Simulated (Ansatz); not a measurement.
```yaml
crystal:
  periodic: [false, false, false]
  atoms:
    - {symbol: C, position_ang: [-0.714144, 2.935889, -0.251242]}
    - {symbol: C, position_ang: [1.806022, 1.396215, -0.604601]}
    - {symbol: Ge, position_ang: [1.189498, -2.868503, 0.123352]}
    - {symbol: Al, position_ang: [-3.433609, -0.181853, 0.809862]}
    - {symbol: H, position_ang: [-0.750875, 5.309706, -0.577453]}
    - {symbol: H, position_ang: [3.882355, 2.440601, -1.215725]}
    - {symbol: H, position_ang: [1.920986, -4.754306, -2.604261]}
    - {symbol: H, position_ang: [3.124702, -4.036948, 2.657333]}
    - {symbol: H, position_ang: [-6.830014, -0.342879, 1.624897]}
basis:
  gaussian: {orbitals: def2-mTZVPP}
hamiltonian: {xc: {name: revPBE}, dispersion: d3bj}
scf: {lower_state_search: off}
output: {forces: true}
```

```sh
$ ansatz run in.yaml --threads 2 --pin off --events-out ev --progress --plain --max-ram 4352MiB
```

It prints (some lines left out):

```
Functional definition: revPBE
1232 factors; their error is unknown
mean field evaluation 1: about -65153.6392 eV, gradient 1.1e2 eV
mean field evaluation 2: about -64753.8557 eV, gradient 1.5e2 eV
mean field evaluation 4: about -64819.7123 eV, gradient 2.1e2 eV
mean field evaluation 8: about -65229.3400 eV, gradient 5.9e0 eV
mean field evaluation 16: about -65232.7993 eV, gradient 6.8e-2 eV
mean field -65232.76899920 eV, -2397.2600443618 hartree, gradient 2.7e-6 eV, S^2 0.000000; 0 other end points of the search recorded, 0 dependent functions left out
reference -65232.76907150 eV, -2397.2600470186 hartree; 31, 31 occupied and 90, 90 virtual orbitals, 1232 factors
Total energy: -65233.03924091 eV, -2397.2699755613 hartree
Atom 0 at    -0.714144     2.935889    -0.251242 Å, force     0.914059     1.175747    -0.496677 eV/Å
Atom 1 at     1.806022     1.396215    -0.604601 Å, force     0.614479     1.309264    -0.249454 eV/Å
Atom 2 at     1.189498    -2.868503     0.123352 Å, force     0.838631    -0.784171    -0.139517 eV/Å
Atom 3 at    -3.433609    -0.181853     0.809862 Å, force    -0.656024     0.080598     0.194551 eV/Å
Atom 4 at    -0.750875     5.309706    -0.577453 Å, force     0.135575    -2.068856     0.312843 eV/Å
Atom 5 at     3.882355     2.440601    -1.215725 Å, force    -1.844032    -0.811613     0.509610 eV/Å
Atom 6 at     1.920986    -4.754306    -2.604261 Å, force    -0.233614     0.656638     0.966321 eV/Å
Atom 7 at     3.124702    -4.036948     2.657333 Å, force    -0.641009     0.393405    -0.875050 eV/Å
Atom 8 at    -6.830014    -0.342879     1.624897 Å, force     0.871936     0.048989    -0.222628 eV/Å
Dipole moment:    -0.915281    -0.242334     0.251229 e Å
Checks for a lower state left out: stability, starts, cluster_reference, orbital_swaps, neighbouring_geometries, increment
```

Question: What is wrong with this run?

Answer: The geometry is stretched to more than twice its size. The calculation finished and met its thresholds. The result belongs to that input, not to the molecule as meant.
